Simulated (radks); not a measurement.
Species: Fe. Configuration: [Ar] 3d6 4s2.

Calculated with a radial shooting solver on a logarithmic mesh with Libxc functionals: Dirac Kohn-Sham, exchange-only LDA, spin-unpolarised, spherical densities, finite nucleus; open shells fill j = l - 1/2 first; Fermi nuclear charge, rms radius 3.7377 fm.

Energy parts (Ry):
| part | energy |
|---|---|
| total | -2536.03997 |
| kinetic | 2573.22311 |
| electron-nucleus | -6081.55755 |
| Hartree | 1074.33885 |
| exchange | -102.04437 |

Orbitals (lengths in bohr, moments of r in powers of bohr; r(max) is where P^2 peaks):
orbital  occ.  eigenvalue (Ry)     <r^2>      <r>   r(max)
1s1/2       2        -512.9733  0.004611  0.05855  0.03833
2s1/2       2        -59.97136   0.08450   0.2674   0.2229
2p1/2       2        -51.76831   0.06729   0.2338   0.1781
2p3/2       4        -50.85372   0.06892   0.2368   0.1806
3s1/2       2         -6.76876    0.7633   0.8125   0.7013
3p1/2       2         -4.37829    0.8602   0.8530   0.7079
3p3/2       4         -4.26425    0.8798   0.8626   0.7153
3d3/2       4         -0.48041     1.792    1.147   0.7067
3d5/2       2         -0.46927     1.818    1.155   0.7094
4s1/2       2         -0.33195     10.76    3.031    2.412
4p1/2       0         -0.05417     28.85    4.819    3.433
4p3/2       0         -0.05135     29.87    4.900    3.485

The highest occupied level is 4s1/2 at -4.516 eV. The density falls to 0.001 e/bohr^3 at r = 4.49 bohr.
